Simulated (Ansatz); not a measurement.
Wavefunction ladder for `C[C](O)([AlH2])[SiH3]`

Z-matrix (Å, degrees):
```
C
C 1 1.527
H 1 1.099 2 111.6
H 1 1.095 2 111.3 3 119.4
H 1 1.094 2 111.5 3 -119.8
O 2 1.442 1 111.3 3 -63.9
Al 2 1.981 1 112.8 3 176.6
Si 2 1.893 1 111.2 3 56.1
H 6 0.965 2 108.7 1 60.8
H 7 1.590 2 116.8 1 -57.7
H 7 1.583 2 121.6 1 123.2
H 8 1.492 2 110.3 1 169.5
H 8 1.489 2 112.5 1 48.6
H 8 1.494 2 108.2 1 -72.2
```

Total charge 0; spin multiplicity 1. The geometry is a stationary point of PBE0-D4/def2-TZVP. It is one conformer, not always the lowest. Frozen core, restricted reference, Ansatz 0.2.0. CBS rows extrapolate triple and quadruple zeta; past MP2 they add the triple-zeta difference.

```csv
basis,HF (Eh),MP2 corr.
def2-SVP,-686.35862,-0.64418
def2-TZVPP,-686.72582,-0.80394
def2-QZVPP,-686.74938,-0.86096
```

Question: Estimate the CCSD correlation energy and the (T) correction in each basis where they were run (hartree).

Answer: 
```tsv
basis	CCSD corr.	(T)
def2-SVP	-0.71035	-0.01961
def2-TZVPP	-0.86178	-0.03245
CBS(def2)	-0.96103	as TZ
```
